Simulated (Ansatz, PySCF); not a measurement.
Gas-phase reaction (SMILES): [AsH3] (AsH3) + H+ -> [AsH4+]; protonation at As, whose ΔH is minus the proton affinity.

Each molecule is optimised on its own at B3LYP-D3(BJ)/def2-TZVP (Ansatz, a quantum-chemistry and plane-wave program). Cores are frozen in the correlated levels unless marked. No spin-orbit coupling. Frozen are the shells of the preceding noble gas and the d and f shells that filled before the atom's block. Non-relativistic. CBS marks a two-point X^-3 extrapolation of the correlation energy; Hartree-Fock from the larger set. Thermal terms are rigid-rotor harmonic-oscillator values from B3LYP-D3(BJ) frequencies (PySCF) at 298.15 K and 1 atm. 1 Eh = 627.5095 kcal/mol. The proton has no electrons: its energy is zero and its thermal terms are those of translation.

```
species        E, CCSD(T)/CBS(cc-pVTZ,cc-pVQZ) (Ansatz) (Eh)  E, PBE/def2-TZVPD (Ansatz) (Eh)  H - E (Eh)  G - E (Eh)
-------------  ---------------------------------------------  -------------------------------  ----------  ----------
[AsH3] (AsH3)                                    -2236.18373                      -2237.31730     0.02560     0.00029
H+                                                   0.00000                          0.00000     0.00236    -0.01000
[AsH4+]                                          -2236.48176                      -2237.60976     0.03616     0.01162
```

Task: Work out ΔE and ΔH, ΔG, ΔS and the equilibrium constant at 298.15 K at the first level, then ΔH at the second.

Result: 
1. ΔE = [(-2236.48176)] - [(-2236.18373) + (0.00000)] = -0.29803 Eh = -187.0 kcal/mol at CCSD(T)/CBS(cc-pVTZ,cc-pVQZ).
2. The terms H - E add up to 0.00820 Eh, so ΔH = (-0.29803 + (0.00820))×627.5095 = -181.9 kcal/mol.
3. The terms G - E add up to 0.02133 Eh, so ΔG = -173.6 kcal/mol, and ΔS = (0.00820 - (0.02133))×627509.5/298.15 = -27.6 cal/(mol K).
4. log10 K = -ΔG/(RT ln 10) = 127.3, with RT ln 10 = 1.3642 kcal/mol.
5. At PBE/def2-TZVPD the same steps give ΔE = -183.5 and ΔH = -178.4 kcal/mol, a shift of +3.5 from the first level.
6. These values are not checked against measurement here, since the tables used lack a sound gas-phase enthalpy of formation for at least one species, or one in the same ion convention.
